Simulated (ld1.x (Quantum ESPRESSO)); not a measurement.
# Before and after: TM potential for Mo

ld1.x (Quantum ESPRESSO) 7.5 input, shortened:

```
&input
   title='Mo', zed=42., rel=1, dft='PBE', iswitch=3,
   config='[Kr] 4d5 5s1 5p0'
 /
 &inputp
   pseudotype=2, tm=.true., lloc=0,
   nlcc=.false.
 /
3
5P  2  1   0.00   0.00  3.45  3.45  0.0
4D  3  2   5.00   0.00  1.60  1.60  0.0
5S  1  0   1.00   0.00  2.95  2.95  0.0
 &test
   configts(1)='4d5 5s1 5p0'
 /
```

Change: local potential the d channel.

Cutoffs: the cutoffs (Ry, on a coarse ladder) from which the occupation-weighted sum of valence levels, in a spherical-Bessel basis at the reference potential, stays within 10 and 1 mRy of its value at 400 Ry; they do not see the model core or the augmentation charge, which bear on the density cutoff. Errors are all-electron minus pseudo energies relative to the spin-unpolarised reference configuration.

Problem. How do hardness, ghosts and transferability respond?

Solution. The potential gets neither clearly harder nor softer (45 Ry and 50 Ry → 40 Ry and 50 Ry); a bound ghost appears in p, s, which as a rule spoils a file; the number of tests that count goes from 7 to 6; of the 6 tests that both files solve, the error grows in 1 and shrinks in 4 by more than 15 % and 0.3 meV (median size 35.1 → 28.7 meV); the range in which the d phases agree widens (upper end 0.5 → 4.4). In the separable form a ghost depends on how the local part lies against the semilocal potential of the channel, so the choice of the local part can create or remove one.

```csv
quantity,base,changed
"cutoff, loose",45 Ry,40 Ry
"cutoff, tight",50 Ry,50 Ry
bound ghosts,none,"s, p"
"tests counted (converged, no solver errors)",7 of 7,6 of 7
"error for 4d5 5s0 5p0, meV [ΔE 6.89 eV]",+16,+16
"error for 4d4 5s0 5p0, meV [ΔE 22.35 eV]",+3.7,+77
"error for 4d3 5s0 5p0, meV [ΔE 49.10 eV]",-206,+67
"error for 4d2 5s0 5p0, meV [ΔE 88.60 eV]",-524,-41
"error for 4d4 5s1 5p0, meV [ΔE 8.06 eV]",-54,-15
"error for 4d5.5 5s0.5 5p0, meV [ΔE 0.28 eV]",-14,-7.8
s: phases at 3.74 bohr within 0.05 rad from the reference energy up to (Ry; the scan ends near 5),1.3,1.2
p: phases at 3.74 bohr within 0.05 rad from the reference energy up to (Ry; the scan ends near 5),1.8,n/a
d: phases at 3.74 bohr within 0.05 rad from the reference energy up to (Ry; the scan ends near 5),0.5,4.4
```

Changed file: Tests not counted: 4d4 5s1 5p1 (solver errors, printed error -1.6 eV). These tests converged, but a pseudo level misses the all-electron one widely, so the file describes the atom poorly there or has found another state: 4d3 5s0 5p0: empty 5s by 3.0 eV (a node warning on the way); 4d2 5s0 5p0: empty 5s by 8.0 eV. A true bound ghost makes a file unfit for plane-wave use even where its test errors are small: the radial tests pick states by their node count and pass the ghost by. Where a test does run into it, the solver fails or the error is huge.
